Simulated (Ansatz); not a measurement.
Basis-set extrapolation for C3H7NSi, SMILES `CC[SiH2]C#N` (PBE0-D4/def2-TZVP geometry, frozen core, Ansatz 0.2.0). Multiplicity 1, RHF reference.

|  | def2-TZVPP | def2-QZVPP |
| --- | --- | --- |
| HF | -461.149954 | -461.166389 |
| MP2 correlation | -0.811111 | -0.864226 |
| CCSD(T) correlation | -0.891140 | not run |

Energies in hartree. Use E(X) = E(∞) + A·exp(−7.88·√X) for Hartree–Fock and E(X) = E(∞) + B·X^(−2.97) for correlation, with X = 3 and 4, and add CCSD(T) minus MP2 of the smaller set to the MP2 limit.

What is the CCSD(T) energy at the basis-set limit?

HF limit: -461.166389 + (-0.016435) × 0.13774 = -461.16865. MP2 limit: -0.864226 + (-0.053115) × 0.74074 = -0.90357. Higher-order term: -0.891140 − (-0.811111) = -0.08003. Total: -462.15225 hartree, 291.8 kJ/mol below CCSD(T)/def2-TZVPP.
